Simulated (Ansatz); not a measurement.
Frontier orbitals of `C#[C][Al]([CH3])[C]#C`.

Total charge 0; spin multiplicity 1. All single points use the PBE0-D4/def2-TZVP geometry. Basis def2-TZVPP, the Gaussian-basis code of Ansatz.

```
functional  HOMO (eV)  LUMO (eV)  gap (eV)
       PBE      -6.83      -2.39      4.44
      PBE0      -8.03      -1.59      6.44
     BHLYP      -9.06      -0.75      8.31
 CAM-B3LYP      -9.39      -0.62      8.77
   LC-ωPBE     -10.85       0.48     11.33
   ωB97M-V     -10.30       0.16     10.46
```

A quarter of exact exchange (PBE0) shifts PBE's HOMO by −1.21 eV and its LUMO by +0.80 eV; full exchange at long range (ωB97M-V) shifts them by −3.48 and +2.54 eV. The gap opens from 4.44 to 10.46 eV, since occupied levels lose self-interaction and empty ones feel all the electrons. A positive LUMO is unbound and depends on the basis.

LC-ωPBE has ω = 0.4 bohr⁻¹.
